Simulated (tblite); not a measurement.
C5H7O2P.
SMILES with atom numbers: `[OH:1][CH2:2][PH:3][c:4]1[cH:5][cH:6][cH:7][o:8]1` (hydrogens: H9 on O1; H10, H11 on C2; H12 on P3; H13 on C5; H14 on C6; H15 on C7)

Computed with GFN2-xTB (tblite), gas phase: L-BFGS steps from a force-field or distance-geometry start until the largest atomic force falls under 0.01 eV/Å.

At the end of the run (lengths in Å): P3–H12 1.396, C5–C6 1.414, C2–H10 1.101, P3–C4 1.813, C7–O8 1.339, C2–P3 1.885, O1–C2 1.398, C2–P3–C4 96.7°, O1–C2–P3 113.4°, P3–C4–C5 133.8°, P3–C4–O8 116.4°, O1–C2–P3–C4 56°, C2–P3–C4–C5 -89°, H12–P3–C4–C5 5°, H10–C2–P3–C4 -69°.

Problem. These geometries were met on the way; a selection of coordinates is given. Order them by energy above the end point, lowest first.
A. P3–H12 1.401, C5–C6 1.410, C2–H10 1.105, P3–C4 1.816, C7–O8 1.339, C2–P3 1.894, O1–C2 1.402, C2–P3–C4 103.6°, O1–C2–P3 116.6°, P3–C4–C5 128.6°, P3–C4–O8 118.7°, O1–C2–P3–C4 98°, C2–P3–C4–C5 -159°, H12–P3–C4–C5 -62°, H10–C2–P3–C4 -29°
B. P3–H12 1.449, C5–C6 1.428, C2–H10 1.075, P3–C4 1.837, C7–O8 1.373, C2–P3 1.901, O1–C2 1.426, C2–P3–C4 105.8°, O1–C2–P3 116.5°, P3–C4–C5 127.8°, P3–C4–O8 121.4°, O1–C2–P3–C4 101°, C2–P3–C4–C5 -161°, H12–P3–C4–C5 -47°, H10–C2–P3–C4 -22°
C. P3–H12 1.438, C5–C6 1.408, C2–H10 1.115, P3–C4 1.852, C7–O8 1.339, C2–P3 1.916, O1–C2 1.392, C2–P3–C4 102.3°, O1–C2–P3 120.7°, P3–C4–C5 127.7°, P3–C4–O8 121.1°, O1–C2–P3–C4 98°, C2–P3–C4–C5 -161°, H12–P3–C4–C5 -60°, H10–C2–P3–C4 -32°
D. P3–H12 1.444, C5–C6 1.369, C2–H10 1.143, P3–C4 1.814, C7–O8 1.319, C2–P3 1.862, O1–C2 1.367, C2–P3–C4 111.3°, O1–C2–P3 114.2°, P3–C4–C5 129.4°, P3–C4–O8 122.3°, O1–C2–P3–C4 101°, C2–P3–C4–C5 -159°, H12–P3–C4–C5 -34°, H10–C2–P3–C4 -14°
E. P3–H12 1.400, C5–C6 1.415, C2–H10 1.097, P3–C4 1.816, C7–O8 1.343, C2–P3 1.888, O1–C2 1.400, C2–P3–C4 99.3°, O1–C2–P3 114.0°, P3–C4–C5 132.3°, P3–C4–O8 117.0°, O1–C2–P3–C4 98°, C2–P3–C4–C5 -149°, H12–P3–C4–C5 -52°, H10–C2–P3–C4 -28°

Solution. E (0.127 eV), A (0.206 eV), C (0.343 eV), B (0.654 eV), D (1.235 eV).

```tsv
step	E above end (eV)	rms distance from the end, all atoms (Å)	largest force (eV/Å)	rms shift of all bonds from the end (Å)
36	0.127	0.709	0.125	0.002
12	0.206	0.797	0.311	0.004
5	0.343	0.814	0.701	0.018
2	0.654	0.825	1.382	0.023
0	1.235	0.829	2.968	0.026
```

Rows stand in the order of the answer.
